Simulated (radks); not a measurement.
As15+, 18 electrons, occupied as [Ar] (the NIST ground configuration).

Method: Dirac Kohn-Sham, LB94 model potential, spin-unpolarised, spherical densities, finite nucleus; Fermi nuclear charge, rms radius 4.0968 fm; computed with a radial shooting solver on a logarithmic mesh with Libxc functionals.

Energy parts (eV):
| part | energy |
|---|---|
| kinetic | 60110.236 |
| electron-nucleus | -131830.510 |
| Hartree | 14998.480 |
(The LB94 potential has no energy functional, so no total or exchange-correlation energy is given.)

Orbitals (lengths in bohr, moments of r in powers of bohr; r(90%) holds 90 % of the orbital's charge):
orbital,occ.,eigenvalue (eV),r(90%),<r^2>
1s1/2,2,-12329.96,0.0811,0.002775
2s1/2,2,-2044.696,0.310,0.04746
2p1/2,2,-1888.142,0.282,0.03666
2p3/2,4,-1850.871,0.287,0.03806
3s1/2,2,-644.0121,0.779,0.3240
3p1/2,2,-591.6216,0.780,0.3159
3p3/2,4,-584.4383,0.790,0.3238
3d3/2,0,-502.6248,0.752,0.2735
3d5/2,0,-501.1956,0.754,0.2756
4s1/2,0,-311.1003,1.51,1.279

The highest occupied level is 3p3/2 at -584.44 eV. For comparison, the ionisation energy in NIST's Atomic Spectra Database is 588 eV (semi-empirical). In exact Kohn-Sham theory the highest level is minus the ionisation energy, but local and semilocal functionals leave it too shallow, through self-interaction and a potential that decays too fast; potentials with the right tail come closer. Summed over all electrons, <r^2> = 2.901 bohr^2, which gives a Langevin (diamagnetic) susceptibility term of -2.3 x 10^-6 cm^3/mol. The density falls to 0.001 e/bohr^3 at r = 1.43 bohr.
